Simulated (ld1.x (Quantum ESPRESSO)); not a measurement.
## Before and after: TM potential for indium (In)

```json
{"Element": "In (Z = 49)", "Generator": "ld1.x (Quantum ESPRESSO) 7.5", "Type": "norm-conserving Troullier–Martins (Kleinman–Bylander form)", "Functional": "PBE", "Relativity": "scalar-relativistic", "Frozen core": "[Kr]", "Valence charge": "13", "Reference configuration": "4d10 5s2 5p1", "Partial waves": "5s (bound): rc 1.55 bohr; 5p (bound): rc 2.00 bohr; 4d (bound): rc 1.20 bohr", "Local potential": "all-electron potential smoothed inside 1.20 bohr (lloc = -1)", "Core correction": "none"}
```

Change: core correction a·sin(br)/r model core inside 0.56 bohr.

Cutoffs: the cutoffs (Ry, on a coarse ladder) from which the occupation-weighted sum of valence levels, in a spherical-Bessel basis at the reference potential, stays within 10 and 1 mRy of its value at 400 Ry; they do not see the model core or the augmentation charge, which bear on the density cutoff. Errors are all-electron minus pseudo energies relative to the spin-unpolarised reference configuration.

Q: What does the change do?

A: The potential gets neither clearly harder nor softer (90 Ry and 160 Ry → 90 Ry and 160 Ry); both files keep a bound ghost (p, s); of the 7 tests that both files solve, the error grows in 2 and shrinks in 3 by more than 15 % and 0.3 meV (median size 3.7 → 2.4 meV). A model core, the more so a compact one, raises the density cutoff, which this test does not measure.

| quantity | base | changed |
| --- | --- | --- |
| cutoff, loose | 90 Ry | 90 Ry |
| cutoff, tight | 160 Ry | 160 Ry |
| bound ghosts | s, p | s, p |
| error for 4d10 5s2 5p0, meV [ΔE 5.36 eV] | -0.4 | -2.4 |
| error for 4d10 5s1 5p0, meV [ΔE 24.60 eV] | +18 | -9.3 |
| error for 4d10 5s0 5p0, meV [ΔE 52.92 eV] | +86 | -37 |
| error for 4d9 5s2 5p2, meV [ΔE 18.31 eV] | -105 | -140 |
| error for 4d10 5s2 5p0.5, meV [ΔE 1.94 eV] | -0.4 | -0.6 |
| error for 4d10 5s2 5p1.3, meV [ΔE -0.53 eV] | 0.0 | 0.0 |
| error for 4d10 5s1 5p1, meV [ΔE 11.96 eV] | +3.7 | -1.6 |
| s: phases at 2.20 bohr within 0.05 rad from the reference energy up to (Ry; the scan ends near 5) | 2.6 | 2.6 |
| p: phases at 2.20 bohr within 0.05 rad from the reference energy up to (Ry; the scan ends near 5) | 4.2 | 4.2 |
| d: phases at 2.20 bohr within 0.05 rad from the reference energy up to (Ry; the scan ends near 5) | to the end of the scan | to the end of the scan |

 A true bound ghost makes a file unfit for plane-wave use even where its test errors are small: the radial tests pick states by their node count and pass the ghost by.
